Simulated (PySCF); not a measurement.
How methods differ on the excitation energy of Rh²⁺

Rh²⁺ [Kr] 4d7 (4F) → Rh²⁺ [Kr] 4d6 5p1 (high-spin determinant), as a difference of total energies. All numbers are calculated (PySCF 2.14, the spin-free X2C one-electron Hamiltonian (Gaussian nucleus), in ANO-RCC-VTZP (7s6p4d2f1g, 68 functions)). Correlated levels: valence: [Kr] frozen. The calculations carry no spin-orbit coupling.

```
           method  excitation energy (eV)
              UHF                  10.718
    MP2 (valence)                  11.538
SCS-MP2 (valence)                  11.947
   CCSD (valence)                  11.447
CCSD(T) (valence)                  11.452
```

Question: How much does correlation contribute at CCSD(T) (valence)?

Answer: 11.452 − (10.718) = 0.734 eV, measured against UHF.

A first-order spin-orbit estimate (lowest level to lowest level, LS coupling) adds 0.184 eV.

The basis was made for the ground configuration and has no added diffuse functions, so the excitation energy can come out too high.

The determinant of the upper state mixes LS terms, which raises its energy above the lowest term, most at the Hartree-Fock and MP2 levels.
